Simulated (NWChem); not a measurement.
Species: NbHSOCl2; SMILES [OH][Nb](=[S])([Cl])[Cl]

```xyz
6

Nb     0.0377    -0.1935     0.0000
S      1.9774     0.7391     0.0000
Cl    -1.0778     0.4446    -1.9078
Cl    -1.0778     0.4446     1.9078
O      0.2942    -2.0525     0.0000
H      1.1078    -2.5905     0.0000
```
Atoms are numbered in this order, from 1.

Geometry: optimised at PBE-D3(BJ)/def2-SVP. Not confirmed as a minimum by frequencies. def2 effective core potentials on Nb; no spin-orbit coupling.

Symmetry labels are those of Cs in the frame above (b1 and b2, or b-type labels, depend on it).

Problem. List the 4 lowest vertical singlet excitations from B3LYP/def2-SVP with def2 effective core potentials on Nb, full TDDFT (NWChem).

Solution. 
| state | energy (eV) | oscillator strength | symmetry | leading excitation (squared amplitude) |
|---|---|---|---|---|
| S1 | 3.56 | 0.002 | a" | HOMO → LUMO (0.89) |
| S2 | 3.83 | 0.002 | a' | HOMO−1 → LUMO (0.65) |
| S3 | 3.96 | 0.003 | a" | HOMO−1 → LUMO+1 (0.88) |
| S4 | 4.20 | 0.013 | a' | HOMO → LUMO+1 (0.47) |
